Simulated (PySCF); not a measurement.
A side-by-side comparison of computed properties.

First species: 3-methoxypropanoic acid, C4H8O3.
SMILES: `COCCC(=O)O`

Second species: C₆H₄BrF.
SMILES: `FC1=CC=C(Br)C=C1`

Levels: wB97X-D/def2-SVPD for dipole moment, HOMO energy, LUMO energy, HOMO–LUMO gap, static isotropic polarisability and electronic spatial extent ⟨r²⟩ about the centre of nuclear charge; TDDFT wB97X-D/def2-SVPD for lowest singlet excitation; TDA wB97X-D/def2-SVPD for lowest triplet excitation (Tamm–Dancoff); ΔSCF wB97X-D/def2-SVPD for vertical ionisation energy; PBE0-D3(BJ)/def2-SVP for rotational constant A and rotational constant C. Geometries: PBE0-D3(BJ)/def2-SVP. All species are isolated and taken at one optimised geometry, non-relativistic unless stated; the electronic structure was computed with PySCF and density fitting.

The conformers computed, where there is a choice (atom-mapped SMILES and torsion angles):
- `[CH3:1][O:2][CH2:3][CH2:4][C:5](=[O:6])[OH:7]`: C1–O2–C3–C4 180°, O2–C3–C4–C5 -179°, C3–C4–C5–O6 -4°, H–O7–C5–C4 179°

Q: Which of the two has the higher HOMO–LUMO gap, and by how much?

A: The first: 11.42 eV against 9.62 eV, a difference of 1.80 eV.

Q: Which of the two has the higher rotational constant A, and by how much?

A: The first: 8.686 GHz against 5.665 GHz, a difference of 3.021 GHz.

Q: Which has the higher T1 energy?

A: The first: 5.52 eV against 4.07 eV, a difference of 1.45 eV.

Q: Which has the higher S1 energy?

A: The first: 6.00 eV against 5.18 eV, a difference of 0.82 eV.

Q: Which has the higher LUMO energy?

A: The first: 1.85 eV against 0.76 eV, a difference of 1.09 eV.

Q: Which has the higher ⟨r²⟩?

A: The second: 1696 bohr² against 1104 bohr², a difference of 592 bohr².

Q: Which has the higher vertical ionisation energy?

A: The first: 10.02 eV against 9.05 eV, a difference of 0.97 eV.

Q: Which has the higher static isotropic polarisability?

A: The second: 90.0 au against 61.9 au, a difference of 28.1 au.

On the first: The principal polarisabilities are 49.8, 60.9 and 75.2 au; their mean is the isotropic value. The vertical singlet–triplet gap S1 − T1 is 0.48 eV (TDDFT singlet less Tamm–Dancoff triplet; S1: HOMO−1→LUMO, weight 0.95; T1: HOMO−1→LUMO, weight 0.94).

On the second: The polarisability is 13.33 Å³ as a volume (1 au = 0.148185 Å³), or 1.07 au for each of the 84 electrons. The ΔSCF ionisation energy exceeds −ε(HOMO) by 0.19 eV with wB97X-D. Relativistic effects, spin–orbit coupling among them, are left out although an element past zinc is present.
